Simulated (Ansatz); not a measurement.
Consider the ligand exchange at the Si–F bond: `CB(C)[SiH2]F` + HCl → `CB(C)[SiH2]Cl` + H–F.

Gas-phase electronic energies from Ansatz, PBE0-D4/def2-TZVP geometries. CBS: MP2 limit from def2 TZ/QZ plus the TZ coupled-cluster correction, frozen cores. This one scheme is used for every species. Functionals use def2-TZVPP. B3LYP here is the variant with VWN-RPA as its local correlation; programs differ in this. Each species was taken in one conformer, which may not be the lowest.

`CB(C)[SiH2]F`:

```xyz
13

C     0.799    1.424   -0.341
B    -0.073    0.176   -0.009
C    -1.613    0.304    0.216
Si    0.757   -1.662    0.127
F     2.366   -1.620    0.039
H     0.899    1.413   -1.440
H     0.338    2.381   -0.083
H     1.822    1.384    0.038
H    -2.064    1.146   -0.317
H    -2.204   -0.598    0.043
H    -1.719    0.535    1.289
H     0.410   -2.333    1.414
H     0.283   -2.549   -0.976
```

HCl:

```xyz
2

Cl   -0.003    0.449    0.456
H     0.003   -0.449   -0.456
```

`CB(C)[SiH2]Cl`:

Cartesian coordinates in Å:
```
C -0.212 1.304 0.991
B -0.078 0.183 -0.079
C -0.478 0.420 -1.569
Si 0.641 -1.642 0.423
Cl 0.907 -1.859 2.468
H 0.804 1.719 1.098
H -0.862 2.135 0.702
H -0.475 0.947 1.989
H 0.000 -0.228 -2.307
H -1.555 0.185 -1.608
H -0.389 1.464 -1.883
H -0.268 -2.739 -0.013
H 1.966 -1.890 -0.212
```

H–F:

Cartesian coordinates in Å:
```
F 0.398 -0.084 0.215
H -0.398 0.084 -0.215
```

CCSD(T)/CBS gives +6.2 kcal/mol.

Task: Another level gave +5.0 kcal/mol. Which?
A. PBE0-D4/def2-TZVPP
B. B3LYP/def2-TZVPP
C. PBE/def2-TZVPP
D. ωB97X-V/def2-TZVPP

Result: A. PBE0-D4 5.0, ωB97X-V 7.4, B3LYP 9.1, PBE 6.2 kcal/mol.

Largest T1 diagnostic among the species: 0.011.

The D4 term adds −1.6 kcal/mol with B3LYP and −0.9 kcal/mol with PBE0; it sums over pairs of atoms, weighted by their polarisabilities, and B3LYP, whose exchange is more repulsive, gets the larger term. In def2-TZVPP, CCSD(T) changes the Hartree–Fock value by −2.9 kcal/mol (the triples alone add −0.6 kcal/mol) and MP2 by −4.2 kcal/mol.
